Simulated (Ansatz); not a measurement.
Ansatz (a first-principles code) input:
A basis named .json is the Basis Set Exchange file of that set.

Ansatz 0.2 input:
```yaml
crystal:
  periodic: [false, false, false]
  atoms:
    - {symbol: C, position_ang: [2.09129352, -0.09350460, -0.27235642]}
    - {symbol: C, position_ang: [0.91129865, -0.68934444, -0.28656983]}
    - {symbol: C, position_ang: [-0.36832194, 0.00740624, 0.04562219]}
    - {symbol: F, position_ang: [-0.20037978, 1.30364159, 0.36122145]}
    - {symbol: F, position_ang: [-0.98615861, -0.58419396, 1.09283457]}
    - {symbol: F, position_ang: [-1.23356610, -0.04449411, -0.99217626]}
    - {symbol: H, position_ang: [2.99134648, -0.63930378, -0.52043551]}
    - {symbol: H, position_ang: [2.19563578, 0.95162829, -0.01420764]}
    - {symbol: H, position_ang: [0.78833670, -1.73424936, -0.54245019]}
basis:
  gaussian:
    orbitals: aug-cc-pVQZ
    fitting: {mean_field: def2-universal-jkfit, correlation: aug-cc-pVQZ-RIFIT.json}
magnetization: {spin_polarized: true, initial_magnetization: 2}
correlation: {method: mp2, electrons: outside_noble_gas}
```

Question: Which total energy does the run end on?

Answer: -415.01163 Eh (RI-MP2/aug-cc-pVQZ). The basis has 618 functions.

This state (charge 0, triplet) is run at the relaxed geometry of the species with charge 0 and multiplicity 1, and is a spin state other than that species' own.
